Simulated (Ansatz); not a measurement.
Total energies of Ag2F from Ansatz at PBE-D4/def2-TZVP, gas phase (1 Eh = 27.2114 eV = 2625.5 kJ/mol). The reference geometry is relaxed at PBE-D4/def2-TZVP.

```xyz
3

Ag    0.1145    0.4487    1.4075
Ag   -1.1208   -0.5174   -0.8195
F     1.0062    0.0687   -0.5880
```

| state | geometry | energy (Eh) |
| --- | --- | --- |
| charge 0 doublet | reference | -393.80743 |
| charge 1 singlet | reference | -393.53293 |
| charge 0 quartet | relaxed at PBE-D4/def2-TZVP | -393.69760 |
| free Ag atom (doublet) | – | -146.98341 |
| free F atom (doublet) | – | -99.66912 |

In the def2 sets Ag takes a core potential; there is no spin–orbit coupling.

(1) Work out the vertical ionisation energy to the singlet.

(2) Which of the charge 0 states is lowest, and how far above it are the others?

(3) What is the binding energy per atom against free atoms?

(1) E(charge 1 singlet) − E(charge 0 doublet) = -393.53293 − (-393.80743) = 0.27450 Eh = 7.47 eV. For comparison, −ε of the highest occupied level of the spin that leaves is 4.76 eV at this level, 2.71 eV less.

(2) The doublet. quartet: -393.69760 − (-393.80743) = 0.10983 Eh = 288.4 kJ/mol. The quartet differs in its bonds from the reference.

(3) Atoms: 2 × (-146.98341) + 1 × (-99.66912) = -393.63594 Eh. Binding: -393.63594 − (-393.80743) = 0.17149 Eh = 4.67 eV, or 1.56 eV for each of 3 atoms (no zero-point energy, no counterpoise term).

The structure comes from a short search, and lower isomers may exist.
